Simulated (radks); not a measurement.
Values are calculated unless marked as measured or tabulated.
All-electron atom: He in [He].

Code: a radial shooting solver on a logarithmic mesh with Libxc functionals. Model: Dirac Kohn-Sham, LDA (Slater exchange, Perdew-Zunger correlation), spin-unpolarised, spherical densities, point nucleus.

Energy parts (eV):
part                    energy
total                  -77.129
kinetic                 75.286
electron-nucleus      -180.252
Hartree                 54.300
exchange-correlation   -26.463

Orbitals (lengths in bohr, moments of r in powers of bohr):
orbital  occ.  eigenvalue (eV)     <r>
1s1/2       2         -15.5166  0.9595

The highest occupied level is 1s1/2 at -15.517 eV. Summed over all electrons, <r^2> = 2.575 bohr^2, which gives a Langevin (diamagnetic) susceptibility term of -2.04 x 10^-6 cm^3/mol. The density falls to 0.001 e/bohr^3 at r = 2.57 bohr.
